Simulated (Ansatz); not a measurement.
Input file for `CC(C)=[O+][GaH3-]`:

```yaml
crystal:
  periodic: [false, false, false]
  atoms:
    - {symbol: C, position_ang: [-1.605256, 1.067008, 0.828193]}
    - {symbol: C, position_ang: [-0.463954, 0.307278, 0.246535]}
    - {symbol: C, position_ang: [0.604567, -0.194043, 1.155026]}
    - {symbol: O, position_ang: [-0.422045, 0.108340, -0.960158]}
    - {symbol: Ga, position_ang: [1.085739, -0.936055, -2.010102]}
    - {symbol: H, position_ang: [-2.303435, 1.374866, 0.053083]}
    - {symbol: H, position_ang: [-1.223681, 1.940628, 1.365271]}
    - {symbol: H, position_ang: [-2.113233, 0.444138, 1.570834]}
    - {symbol: H, position_ang: [0.420159, 0.055189, 2.198241]}
    - {symbol: H, position_ang: [1.563287, 0.220519, 0.828461]}
    - {symbol: H, position_ang: [0.689809, -1.277906, 1.030770]}
    - {symbol: H, position_ang: [0.950329, -2.316999, -1.242496]}
    - {symbol: H, position_ang: [2.307268, -0.023363, -1.575342]}
    - {symbol: H, position_ang: [0.497645, -0.798800, -3.459316]}
basis:
  gaussian: {orbitals: def2-TZVPP}
correlation: {method: ccsd_t}
output: {orbitals: {seedname: orbitals}}
```

```sh
$ ansatz run in.yaml --threads 4 --pin off --events-out ev --progress --plain --max-ram 11315MiB
```

Log, shortened:

```
Functional definition: HF
1774 factors; integrals over basis functions are off by at most 1.1e-3 eV
mean field evaluation 1: about -57603.1418 eV, gradient 3.9e1 eV
mean field evaluation 2: about -57603.3558 eV, gradient 3.9e1 eV
mean field evaluation 4: about -57607.0854 eV, gradient 5.9e0 eV
mean field evaluation 8: about -57607.1855 eV, gradient 3.5e-1 eV
mean field evaluation 16: about -57607.1865 eV, gradient 1.2e-6 eV
mean field -57607.18649366 eV, -2117.0250560884 hartree, gradient 1.2e-6 eV, S^2 0.000000; 0 other end points of the search recorded, 0 dependent functions left out
13 core orbitals not correlated: weight in the atoms' cores, before any rotation towards them, 1.000 or more for the frozen orbitals, at most 0.000 for the correlated occupied ones
reference -57607.18649366 eV, -2117.0250560884 hartree; 20, 20 occupied and 265, 265 virtual orbitals, 1774 factors
second order -26.95415538 eV of doubles, -0.00000000 eV of singles
cycle   1  -27.08947948 eV  change   -1.4e-1 eV  update   1.3e-1
cycle   2  -27.92920750 eV  change   -8.4e-1 eV  update   4.1e-2
cycle   3  -28.11301431 eV  change   -1.8e-1 eV  update   2.2e-2
cycle   4  -28.09524968 eV  change    1.8e-2 eV  update   5.9e-3
cycle   5  -28.09408326 eV  change    1.2e-3 eV  update   3.0e-3
cycle   6  -28.09511749 eV  change   -1.0e-3 eV  update   9.2e-4
cycle   7  -28.09484147 eV  change    2.8e-4 eV  update   4.3e-4
cycle   8  -28.09488789 eV  change   -4.6e-5 eV  update   1.3e-4
cycle   9  -28.09496664 eV  change   -7.9e-5 eV  update   4.9e-5
cycle  10  -28.09496006 eV  change    6.6e-6 eV  update   1.6e-5
perturbative correction -1.11649219 eV, -0.0410303312 hartree
Total energy: -57636.39794591 eV, -2118.0985571585 hartree
```

Hardware: 4 threads of an Intel Xeon 6975P-C on a shared host. Wall time 3.9 min, peak host memory 4.6 GiB.

MP2 recovers 92.3 % of the CCSD(T) correlation energy and the triples give 3.8 %; T1 = 0.0145.
